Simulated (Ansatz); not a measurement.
Input and output for C$_{3}$H$_{6}$O$_{2}$Si.

```yaml
crystal:
  periodic: [false, false, false]
  atoms:
    - {symbol: Si, position_ang: [-1.812556, -0.125459, 1.140384]}
    - {symbol: C, position_ang: [-0.179362, -0.454213, 0.240838]}
    - {symbol: O, position_ang: [0.534514, 0.791849, 0.102317]}
    - {symbol: C, position_ang: [1.437261, 0.796632, -0.839764]}
    - {symbol: C, position_ang: [1.804539, -0.017705, -1.899891]}
    - {symbol: O, position_ang: [2.165415, 1.746295, -1.148836]}
    - {symbol: H, position_ang: [-1.537455, 0.454102, 2.477313]}
    - {symbol: H, position_ang: [-2.644755, 0.801886, 0.337181]}
    - {symbol: H, position_ang: [-2.493817, -1.437506, 1.283575]}
    - {symbol: H, position_ang: [0.440218, -1.160562, 0.801515]}
    - {symbol: H, position_ang: [-0.365448, -0.878396, -0.752236]}
    - {symbol: H, position_ang: [2.728447, -0.572024, -1.708496]}
basis:
  gaussian: {orbitals: x2c-TZVPPall}
magnetization: {spin_polarized: true, initial_magnetization: 0}
hamiltonian: {xc: {name: wB97X-V}}
output: {forces: true}
```

```sh
$ ansatz run in.yaml --threads 4 --pin off --events-out ev --progress --plain --max-ram 10444MiB
```

Shortened log:

```
Functional definition: wB97X-V
1498 factors; their error is unknown
349 factors; integrals over basis functions are off by at most 1.2e-5 eV
mean field evaluation 1: about -15192.7555 eV, gradient 3.2e1 eV
mean field evaluation 2: about -15191.6902 eV, gradient 3.9e1 eV
mean field evaluation 4: about -15196.4741 eV, gradient 2.3e0 eV
mean field evaluation 8: about -15196.5098 eV, gradient 1.0e-1 eV
mean field evaluation 16: about -15196.5085 eV, gradient 9.9e-4 eV
mean field -15196.50851975 eV, -558.4613875375 hartree, gradient 1.1e-5 eV, S^2 0.000000; 1 other end points of the search recorded, 0 dependent functions left out
reference -15196.50851750 eV, -558.4613874546 hartree; 27, 27 occupied and 254, 254 virtual orbitals, 1498 factors
Total energy: -15196.50851750 eV, -558.4613874546 hartree
Relativity: scalar
Atom 0 at    -1.812556    -0.125459     1.140384 Å, force    -0.097254     0.015283     0.057795 eV/Å
Atom 1 at    -0.179362    -0.454213     0.240838 Å, force    -0.123187    -0.228301     0.023272 eV/Å
Atom 2 at     0.534514     0.791849     0.102317 Å, force    -0.043048     0.157676     0.154655 eV/Å
Atom 3 at     1.437261     0.796632    -0.839764 Å, force     0.128022     0.331678     0.075582 eV/Å
Atom 4 at     1.804539    -0.017705    -1.899891 Å, force     0.082739    -0.231508    -0.330364 eV/Å
Atom 5 at     2.165415     1.746295    -1.148836 Å, force    -0.014981    -0.045313     0.009388 eV/Å
Atom 6 at    -1.537455     0.454102     2.477313 Å, force    -0.005017    -0.019955    -0.052519 eV/Å
Atom 7 at    -2.644755     0.801886     0.337181 Å, force     0.037037    -0.032765     0.026948 eV/Å
Atom 8 at    -2.493817    -1.437506     1.283575 Å, force     0.023344     0.047809    -0.005401 eV/Å
Atom 9 at     0.440218    -1.160562     0.801515 Å, force     0.019262    -0.004701     0.001619 eV/Å
Atom 10 at    -0.365448    -0.878396    -0.752236 Å, force    -0.002652    -0.000892    -0.008273 eV/Å
Atom 11 at     2.728447    -0.572024    -1.708496 Å, force    -0.004265     0.010990     0.047298 eV/Å
Dipole moment:    -0.321298    -0.643391     0.487401 e Å
```

Run time 78 s (4 threads of a server CPU on a shared host); peak host memory 1.8 GiB.
